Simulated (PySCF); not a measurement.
Species: C4H5BO.
Cartesian coordinates in Å at the PBE0-D3(BJ)/def2-SVP level; atoms count from 1:
```
atom  x, y, z in Å
B1     1.9913   -0.1917   -0.0398
C2     0.4706   -0.1396   -0.1391
C3    -0.4964    0.6783    0.5595
C4    -1.7195    0.3211    0.0967
O5    -1.5979   -0.6597   -0.8405
C6    -0.2997   -0.9244   -0.9726
H7     2.5907    0.5313    0.7224
H8     2.6104   -0.9680   -0.7320
H9    -0.2821    1.4344    1.3121
H10   -2.7345    0.6446    0.3120
H11   -0.0344   -1.6955   -1.6938
```

NICS = −σ at a ghost point: NICS(0) at the centroid of the ring atoms, NICS(1) 1 Å to either side along the normal of their mean plane, zz for the tensor component along that normal. Level: GIAO HF/pcSseg-2 (PySCF, non-relativistic, gas phase) on the PBE0-D3(BJ)/def2-SVP geometry, one conformer.

Ring bond lengths (Å): C2–C3 1.446, C3–C4 1.356, C4–O5 1.362, O5–C6 1.331, C6–C2 1.380.

Task: Give the NICS values of each ring in ppm.

Result: 
```tsv
ring	type	NICS(0)	NICS(1), two faces	NICS(1)zz, two faces	rms pucker (Å)	centre to ring atoms, mean (Å)
C2–C3–C4–O5–C6	5-membered ring with O; formal bonds all aromatic	-10.4	-8.7 / -8.7	-26.0 / -26.0	0.00	1.17
```

Task: What can be read from them?

Result: 
- C2–C3–C4–O5–C6: mean NICS(1)zz -26.0 ppm, shielded. For a flat ring without four-coordinate atoms the NICS criterion counts such a value as aromatic.

Task: And the bond-length index? Use HOMA with the parameters of Krygowski (1993).

Result: 
- C2–C3–C4–O5–C6: HOMA 0.33; the largest term is that of C4–O5, α(R − Ropt)² = 1.48.

Task: Give the inner angles of the rings.

Result: 
- C2–C3–C4–O5–C6: C2 103.9°, C3 106.8°, C4 110.1°, O5 107.4°, C6 111.8°; sum 540.0° against 540° for a flat convex ring.

Task: How shielded are the nuclei of the rings and their hydrogens (means over atoms taken as equivalent)?

Result: 
```json
{"atoms": "C2", "environment": "substituted aromatic carbon", "σ isotropic (ppm)": "60.1", "principal values of the symmetric part, first atom (ppm)": "-32.8, 31.5, 181.4"}
{"atoms": "C3", "environment": "aromatic CH carbon", "σ isotropic (ppm)": "66.0", "principal values of the symmetric part, first atom (ppm)": "-39.4, 74.2, 163.2"}
{"atoms": "C4", "environment": "aromatic CH next to a ring oxygen", "σ isotropic (ppm)": "40.9", "principal values of the symmetric part, first atom (ppm)": "-54.0, 61.3, 115.5"}
{"atoms": "O5", "environment": "furan-type oxygen", "σ isotropic (ppm)": "43.9", "principal values of the symmetric part, first atom (ppm)": "-93.7, -44.9, 270.3"}
{"atoms": "C6", "environment": "aromatic CH next to a ring oxygen", "σ isotropic (ppm)": "17.1", "principal values of the symmetric part, first atom (ppm)": "-86.3, 25.1, 112.3"}
{"atoms": "H9", "environment": "aromatic hydrogen", "σ isotropic (ppm)": "24.58", "principal values of the symmetric part, first atom (ppm)": "22.6, 24.4, 26.8"}
{"atoms": "H10", "environment": "aromatic hydrogen", "σ isotropic (ppm)": "24.07", "principal values of the symmetric part, first atom (ppm)": "20.9, 25.1, 26.2"}
{"atoms": "H11", "environment": "aromatic hydrogen", "σ isotropic (ppm)": "23.44", "principal values of the symmetric part, first atom (ppm)": "20.5, 23.8, 26.0"}
```

Task: How do the values depend on the level or the medium?

Result: 
| level | NICS(0), C2–C3–C4–O5–C6 | mean NICS(1)zz, C2–C3–C4–O5–C6 |
| --- | --- | --- |
| HF/pcSseg-2, gas | -10.4 | -26.0 |
| PBE0/pcSseg-1, gas | -10.4 | -26.0 |

The geometry is the same throughout.
